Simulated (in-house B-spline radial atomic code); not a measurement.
Settings and results of a run for Mg7+. Method: non-relativistic M06-L, spin-polarised, spherical fractional occupations, point nucleus. Calculated with a radial B-spline atomic code at the basis-set limit.

Command:
```bash
python run_scf.py task.json out
```
Settings:
```
Z                12
configuration    [He] 2s2 2p1
hamiltonian      nr
method           m06l
spin_polarised   True
```

Output (hartree, bohr):
```
 radial grid: 37 intervals, B-splines of order 8, outer radius 5.1948 bohr

 iter        energy (Eh)    residual
    1        -171.828733    5.36e-02
    2        -171.835415    5.50e-03
    3        -171.835445    2.78e-03
    4        -171.835453    1.54e-03
    5        -171.835456    1.71e-04
    6        -171.835456    1.71e-05
    7        -171.835456    5.01e-07
    8        -171.835456    5.60e-08

 total energy                      -171.83546
 kinetic                             171.6832
 electron-nucleus                   -367.8726
 Hartree                              34.9289
 exchange-correlation                -10.5749

 orbital      occ     eigenvalue          <r>       <r^2>       <1/r>       r_max
 1s up      1.000       -55.8812     0.130112   0.0227593     11.6276     0.08566
 1s down    1.000       -55.7775     0.129764   0.0226151     11.6474      0.0856
 2s up      1.000       -10.0615     0.585127    0.400479      2.5062       0.497
 2s down    1.000        -9.8323      0.59298     0.41134     2.46022      0.5025
 2p up      1.000        -9.0245     0.525288    0.334397     2.41458      0.4156
```

